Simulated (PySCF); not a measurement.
Broadened absorption spectrum of [C6H4NS]+

C₆H₄NS (charge +1).
SMILES: `N#Cc1ccc[s+]c1`

Theory: TDDFT PBE0/def2-SVPD, vertical, gas phase, core orbitals frozen in the response (PySCF 2.14.0, density-fitted response routines). Isolated species at its GFN2-xTB geometry, gas phase.

Computed states:

```
state  E (eV)       f
   S1    4.27   0.041
   S2    4.77  0.0004
   S3    5.16   0.010
   S4    5.23  0.0000
   S5    5.49  0.0001
   S6    5.75   0.336
```

Broadening: Gaussians 0.5 eV wide at half height, area fixed by f = 4.319×10⁻⁹ ∫ε dν̃. The width is an assumption, not a result. The curve ends short of the highest state used, and states not computed would add to its high-energy end.

Problem. Give the broadened spectrum and its maxima.

Solution. 
(E (eV), ε (L mol⁻¹ cm⁻¹)): (3.52, 4), (3.56, 9), (3.61, 18), (3.66, 37), (3.70, 62), (3.75, 113), (3.80, 194), (3.84, 289), (3.89, 452), (3.94, 668), (3.98, 878), (4.03, 1175), (4.08, 1488), (4.12, 1727), (4.17, 1978), (4.22, 2145), (4.26, 2199), (4.31, 2158), (4.36, 2004), (4.40, 1817), (4.45, 1530), (4.50, 1223), (4.54, 986), (4.59, 726), (4.64, 520), (4.68, 399), (4.73, 302), (4.78, 258), (4.82, 257), (4.87, 288), (4.92, 347), (4.96, 408), (5.01, 499), (5.06, 607), (5.10, 713), (5.15, 894)

Maxima: 290 nm (4.27 eV), ε about 2200, made up of S1 (100%) (ε in L mol⁻¹ cm⁻¹; maxima over ε = 5, shares over 10%). At its high-energy end, 5.15 eV, the curve is still rising (ε about 890, from S3 and S6).

Problem. On this curve, what absorbance would a 10⁻⁵ mol/L sample give at 280 nm over a 1 cm path?

Solution. 280 nm is 4.428 eV, where ε is about 1700 L mol⁻¹ cm⁻¹, so A = ε c l ≈ 0.017 (Beer–Lambert, with the gas-phase spectrum and the assumed width).

Problem. What would ε be at 4.27 eV, the highest of these maxima, with half the width (0.25 eV)?

Solution. About 4400 L mol⁻¹ cm⁻¹ against 2200, a factor of about 2.00; a lone state at its own centre would give exactly 2.

Problem. Coming from long wavelengths, where does ε first pass 100 L mol⁻¹ cm⁻¹?

Solution. At about 332 nm (3.74 eV), 0.53 eV below S1.
